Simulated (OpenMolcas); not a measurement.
Ta3+ among 6 point charges of -1 e arranged as a trigonal prism (D3h), 2.05 Å from the ion, with a polar angle of 44.2° against the regular 49.1°.
```
   1.4289    0.0000    1.4699  -1.00
  -0.7145    1.2375    1.4699  -1.00
  -0.7145   -1.2375    1.4699  -1.00
   1.4289    0.0000   -1.4699  -1.00
  -0.7145    1.2375   -1.4699  -1.00
  -0.7145   -1.2375   -1.4699  -1.00
```

```yaml
Program: OpenMolcas
Method: CASSCF
Basis: ANO-RCC-VDZP [7s6p4d2f1g]
Scalar_Hamiltonian: DKH2, point nucleus
Active_space: 2 electrons in 5 orbitals (5d)
State_averaging: 2S+1 = 3 even, 10 roots; 2S+1 = 1 even, 15 roots
Spin-orbit_coupling: state interaction with AMFI integrals over the reference wave functions
```

**Question.** What is the spin-free ground state (labels of D3, the rotations of D3h)?

**Answer.** 3E, 2-fold in its orbital part, 100 % from free-ion F terms; it has the highest spin that d2 allows.

**Question.** Where is the first state of the same spin?

**Answer.** 3A2 at 2350 cm-1 above the ground state.

**Question.** What are the lowest two levels with spin-orbit coupling?

**Answer.** A 2-fold level E with g = 0.00, 0.00, 0.04, then a 1-fold level A1 1191 cm-1 above it. Their leading multiplicities are 3 (98 %) and 3 (61 %).

**Question.** What is χT at 300 K, and how does it compare with the textbook value?

**Answer.** The lowest level has 2S+1 = 3, for which the spin-only value is χT = S(S+1) / 2 = 1.000 cm3 K/mol (g = 2). The computed 0.081 at 300 K differs by -0.919, through orbital momentum, spin-orbit coupling and any other state in reach.

An orbital doublet at a regular site is open to a Jahn-Teller distortion, which this geometry leaves out. Without dynamic correlation the repulsion within the d shell is too large (B by tens of per cent), so at a given field states of lower spin stand too high. This is an electrostatic model: the charges have no orbitals. No measured value stands beside these numbers.

With an even number of electrons the g values are those of a degenerate or nearly degenerate non-Kramers pair.
